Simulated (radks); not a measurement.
Species: Xe. Configuration: [Xe]. All-electron calculation, Dirac Kohn-Sham, HCTH/407, spin-unpolarised, spherical densities, point nucleus. Program: a radial shooting solver on a logarithmic mesh with Libxc functionals.

Normalised radial functions P(r) = r R(r) (large component), r in bohr:

r	4p1/2	4d5/2	5s1/2
0.002908	0.0145	0.0001	0.0610
0.003359	0.0178	0.0001	0.0678
0.003879	0.0220	0.0001	0.0750
0.00448	0.0271	0.0002	0.0825
0.005173	0.0335	0.0003	0.0902
0.005975	0.0414	0.0004	0.0978
0.0069	0.0513	0.0007	0.1052
0.007969	0.0635	0.0010	0.1119
0.009203	0.0786	0.0015	0.1174
0.01063	0.0969	0.0023	0.1212
0.01227	0.1192	0.0034	0.1226
0.01418	0.1458	0.0051	0.1208
0.01637	0.1773	0.0075	0.1147
0.01891	0.2140	0.0110	0.1036
0.02184	0.2556	0.0160	0.0865
0.02522	0.3015	0.0232	0.0628
0.02889	0.3476	0.0327	0.0342
0.03337	0.3970	0.0465	-0.0024
0.03853	0.4431	0.0654	-0.0443
0.0445	0.4806	0.0908	-0.0889
0.05139	0.5025	0.1243	-0.1323
0.05936	0.5006	0.1673	-0.1693
0.06855	0.4657	0.2210	-0.1934
0.07917	0.3900	0.2855	-0.1977
0.09143	0.2681	0.3596	-0.1763
0.1056	0.1005	0.4398	-0.1258
0.1219	-0.1039	0.5196	-0.0474
0.1408	-0.3257	0.5893	0.0511
0.1626	-0.5346	0.6359	0.1547
0.1878	-0.6918	0.6439	0.2424
0.2169	-0.7566	0.5982	0.2904
0.2505	-0.6957	0.4866	0.2784
0.287	-0.5092	0.3163	0.2029
0.3315	-0.1866	0.0727	0.0612
0.3828	0.2229	-0.2175	-0.1184
0.4421	0.6517	-0.5234	-0.2933
0.5106	1.0220	-0.8066	-0.4143
0.5897	1.2654	-1.0272	-0.4387
0.681	1.3430	-1.1538	-0.3454
0.7865	1.2582	-1.1724	-0.1443
0.9083	1.0530	-1.0908	0.1258
1.049	0.7904	-0.9347	0.4086
1.211	0.5317	-0.7394	0.6478
1.399	0.3196	-0.5404	0.8030
1.616	0.1705	-0.3642	0.8566
1.866	0.0799	-0.2250	0.8133
2.155	0.0323	-0.1264	0.6969
2.489	0.0111	-0.0639	0.5420
2.851	0.0034	-0.0301	0.3906
3.293	0.0008	-0.0119	0.2502
3.803	0.0002	-0.0040	0.1453
4.392	0.0000	-0.0012	0.0768
5.072	0.0000	-0.0003	0.0363
5.858	0.0000	-0.0001	0.0148
6.765	0.0000	0.0000	0.0050
7.813	0.0000	0.0000	0.0014

4p1/2: eigenvalue -151.00 eV, 2 radial nodes at r = 0.114, 0.355 bohr, <r> = 0.744 bohr, 90 % of the charge inside 1.09 bohr. 4d5/2: eigenvalue -59.662 eV, 1 radial node at r = 0.344 bohr, <r> = 0.877 bohr, 90 % of the charge inside 1.33 bohr. 5s1/2: eigenvalue -19.956 eV, 4 radial nodes at r = 0.0331, 0.131, 0.349, 0.852 bohr, <r> = 1.85 bohr, 90 % of the charge inside 2.70 bohr.
